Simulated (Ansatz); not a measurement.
Al₅N₄H₁₆⁻, a cluster cut from zinc blende AlN (hydrogen-capped), 25 atoms. Hardware: 2 threads of AMD EPYC 7R13 on a shared host and a share (18 GiB) of an NVIDIA H100 80GB HBM3.

Correlated methods freeze 29 core orbitals. Single mean-field runs in def2-TZVP are fitted with def2-universal-jkfit.

Question: How many basis functions does each of these Ansatz runs have, and roughly what does it cost? PBE0-D4/def2-TZVP, charge -1 triplet at the geometry of the charge -1 singlet, energy; PBE with 10 % exact exchange/def2-SVP, charge -1 singlet, energy, from earlier orbitals; revPBE-D4/def2-TZVP, charge -1 singlet, energy, from earlier orbitals; HF/6-31G, charge -1 singlet, energy; PBE-D4/def2-TZVP, charge -1 triplet at the geometry of the charge -1 singlet, energy, from earlier orbitals; BLYP-D4/def2-TZVP, charge 0 doublet at the geometry of the charge -1 singlet, energy, from earlier orbitals; CCSD(T)/def2-TZVP, charge -1 singlet, energy, from earlier orbitals; PBE with 5 % exact exchange/def2-SVP, charge -1 singlet, energy, from earlier orbitals; LC-ωPBE/def2-TZVP, charge -1 singlet, energy, from earlier orbitals; BLYP-D4/def2-TZVP, charge -1 singlet, energy and forces, from earlier orbitals; r2SCAN-D4/def2-TZVP, charge -1 singlet, energy, from earlier orbitals; PBE-D4/def2-TZVP, charge -1 singlet, energy, from earlier orbitals.

Answer: Other jobs shared the machine, so times can vary by a factor of up to 3.

```csv
run,functions,fitting or Cholesky vectors,wall time,peak host memory (GiB)
"PBE with 5 % exact exchange/def2-SVP, charge -1 singlet, energy, from earlier orbitals",226,2581,4.1 s,0.86
"BLYP-D4/def2-TZVP, charge 0 doublet at the geometry of the charge -1 singlet, energy, from earlier orbitals",405,1236,4.4 s,0.95
"PBE-D4/def2-TZVP, charge -1 triplet at the geometry of the charge -1 singlet, energy, from earlier orbitals",405,1236,6.5 s,0.96
"revPBE-D4/def2-TZVP, charge -1 singlet, energy, from earlier orbitals",405,1236,7.5 s,0.83
"HF/6-31G, charge -1 singlet, energy",133,1730,7.5 s,0.77
"PBE-D4/def2-TZVP, charge -1 singlet, energy, from earlier orbitals",405,1236,8.5 s,0.83
"PBE with 10 % exact exchange/def2-SVP, charge -1 singlet, energy, from earlier orbitals",226,2581,9.5 s,0.87
"LC-ωPBE/def2-TZVP, charge -1 singlet, energy, from earlier orbitals",405,1236,10 s,0.83
"BLYP-D4/def2-TZVP, charge -1 singlet, energy and forces, from earlier orbitals",405,1236,11 s,0.85
"PBE0-D4/def2-TZVP, charge -1 triplet at the geometry of the charge -1 singlet, energy",405,1236,11 s,0.94
"r2SCAN-D4/def2-TZVP, charge -1 singlet, energy, from earlier orbitals",405,1236,12 s,0.88
"CCSD(T)/def2-TZVP, charge -1 singlet, energy, from earlier orbitals",405,2706,22 s,2
```
